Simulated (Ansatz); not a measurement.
Geometry optimisation, RKS PBE-D4/STO-3G (Ansatz 0.2.0).

Input:

```yaml
crystal:
  periodic: [false, false, false]
  atoms:
    - { symbol: Si, position_ang: [0.0, 0.0, 0.0] }
    - { symbol: H, position_ang: [0.0, 0.0, 1.46] }
    - { symbol: Cl, position_ang: [2.0086, 0.0, -0.7093] }
    - { symbol: O, position_ang: [-0.7913, 1.3709, -0.5594] }
    - { symbol: Si, position_ang: [-2.4002, 1.4263, -1.0396] }
    - { symbol: H, position_ang: [-3.2124, 0.6421, -0.1138] }
    - { symbol: H, position_ang: [-2.862, 2.8114, -1.0378] }
    - { symbol: H, position_ang: [-2.5267, 0.8736, -2.385] }
    - { symbol: H, position_ang: [-0.6877, -1.1914, -0.4862] }
basis:
  gaussian: { orbitals: STO-3G }
hamiltonian:
  xc: pbe
  dispersion: d4
relax:
  f_tol: 0.02
  max_steps: 40
output:
  orbitals: {}
```

Run as:

```bash
$ ansatz run input.yaml --threads 1 --pin off --max-ram 2048MiB --backend cpu --events-out ev --progress --plain --runs-dir out
```

Task: Where does it end, and by what steps?

Result: The forces met the threshold. The force dipped under the threshold on the way, but the program's further checks kept it going. Limits of this set-up: minimal basis. After 17 steps the energy has fallen by 0.302 eV; Cl3 moved furthest, 1.27 Å.

| step | energy less start (eV) | largest force component (eV/Å) | accepted |
| --- | --- | --- | --- |
| 0 | 0.0000 | 1.188 | yes |
| 1 | -0.0903 | 0.691 | yes |
| 2 | -0.1162 | 0.348 | yes |
| 3 | -0.1613 | 0.240 | yes |
| 4 | -0.1854 | 0.486 | yes |
| 5 | -0.2098 | 0.408 | yes |
| 6 | -0.2574 | 0.110 | yes |
| 7 | -0.2707 | 0.254 | yes |
| 8 | -0.2842 | 0.125 | yes |
| 9 | -0.2896 | 0.088 | yes |
| 10 | -0.2910 | 0.224 | yes |
| 11 | -0.2956 | 0.109 | yes |
| 12 | -0.2987 | 0.083 | yes |
| 13 | -0.3006 | 0.027 | yes |
| 14 | -0.3014 | 0.058 | yes |
| 15 | -0.3018 | 0.033 | yes |
| 16 | -0.3020 | 0.017 | yes |
| 17 | -0.3021 | 0.011 | yes |

```xyz
9
Properties=species:S:1:pos:R:3
Si -0.145 -0.001 0.232
H 0.751 0.161 1.370
Cl 1.066 -0.325 -1.496
O -1.039 1.428 0.107
Si -2.270 1.449 -1.111
H -3.140 0.277 -1.009
H -3.035 2.660 -0.857
H -1.693 1.494 -2.452
H -0.965 -1.210 0.346
```

Whether the end is a true minimum wasn't checked by a vibrational analysis.

The run took 35 s on 1 thread of Arm Neoverse V1, on a shared host, peak memory 0.12 GiB.
